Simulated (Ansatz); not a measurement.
Consider the redistribution: `CO[SiH](F)O[SiH2]F` + `[CH3][SnH2][CH3]` → `[CH3][SnH2][SiH2]F` + `CO[SiH](F)OC`.

Calculated with Ansatz (gas phase, PBE0-D4/def2-TZVP geometries, no zero-point term in ΔE). CCSD(T)/CBS adds triple-zeta CCSD(T) − MP2 to the extrapolated MP2 energy (def2 sets, frozen cores). DFT in def2-TZVPP. B3LYP here is the variant with VWN-RPA as its local correlation; programs differ in this. Elements past krypton have def2 core potentials. For Sn outer-core shells are correlated without core-valence functions, which leaves a few kJ/mol of doubt a bond. Each species was taken in one conformer, which may not be the lowest.

(1) Is it downhill or uphill in electronic energy at CCSD(T)/CBS, and by how much? (An estimate is asked.)

(2) What do these levels give: r2SCAN-D4, B2PLYP, PBE, B3LYP, MP2/CBS(def2), CCSD/CBS(def2)? (Estimate.)

Largest T1 diagnostic among the species: 0.012.

## Answers

(1) Computed: Uphill: ΔE = +199.2 kJ/mol.

(2) Computed: r2SCAN-D4 188.7, B2PLYP 193.8, PBE 166.0, B3LYP 182.8, MP2/CBS(def2) 209.8, CCSD/CBS(def2) 200.1 kJ/mol.

From PBE to PBE0 (25 % exact exchange), in def2-TZVPP and without D4, ΔE moves by +9.6 kJ/mol. The D4 term adds +3.1 kJ/mol with B3LYP and +1.8 kJ/mol with PBE0; it sums over pairs of atoms, weighted by their polarisabilities, and B3LYP, whose exchange is more repulsive, gets the larger term.
